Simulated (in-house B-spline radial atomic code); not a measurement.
**How G0W0 and RPA depend on the start: I2+**

Configuration [Kr] 4d10 5s2 5p3, highest spin. Computed with an all-electron radial atomic-structure program (B-spline basis): all electrons, scalar-relativistic (spin-free one-electron X2C), finite nucleus, each spin shell either full or empty, empty states to l = 9 with an (l + 1/2)⁻⁴ tail; G0W0 by contour deformation at full frequency.

Spin-orbit coupling, left out, splits p levels strongly here.

```tsv
start	mean-field 5p up (eV)	G0W0 (eV)	QP weight	RPA correlation (Eh)
Hartree-Fock	-30.33	-30.97	0.963	-3.7176
LDA VWN5	-25.563	-30.57	0.922	-4.0428
PBE	-25.488	?	?	?
PBE0	-26.912	-30.70	0.939	-3.9481
r2SCAN	-26.001	-30.67	0.933	-3.98
HSE06	-26.452	-30.68	0.934	-3.9564
B3LYP (VWN-RPA)	-26.459	-30.67	0.935	-3.967
SCAN	-26.007	?	?	?
TPSS	-25.623	-30.62	0.924	-4.0203
BHandHLYP	-27.978	-30.78	0.949	-3.8671
CAM-B3LYP	-28.133	-30.78	0.949	-3.9266
LC-wPBE	-29.765	-30.82	0.958	-3.9236
wB97X	-29.110	-30.82	0.956	-3.9064
PBEsol	-25.509	-30.57	0.922	-4.0393
BLYP	-25.149	-30.56	0.919	-4.0387
r2SCAN0	-27.263	-30.74	0.944	-3.9104
LDA exchange-only	-24.575	-30.62	0.915	-4.041
```

**Question.** What G0W0 level, weight and RPA correlation energy follow from the PBE start?

**Answer.** G0W0 level -30.57 eV, weight 0.921, RPA correlation -4.0371 hartree.

**Question.** What G0W0 level, weight and RPA correlation energy follow from the SCAN start?

**Answer.** G0W0 level -30.65 eV, weight 0.933, RPA correlation -3.9784 hartree.

**Question.** How much of the dependence on the start does G0W0 remove?

**Answer.** The mean-field levels span 5.75 eV and the G0W0 levels 0.408 eV. Against 29.57 ± 0.025 eV (NIST, measured) the G0W0 removal energies are off by +0.99 to +1.40 eV, with spin-orbit coupling, Breit and QED terms left out.
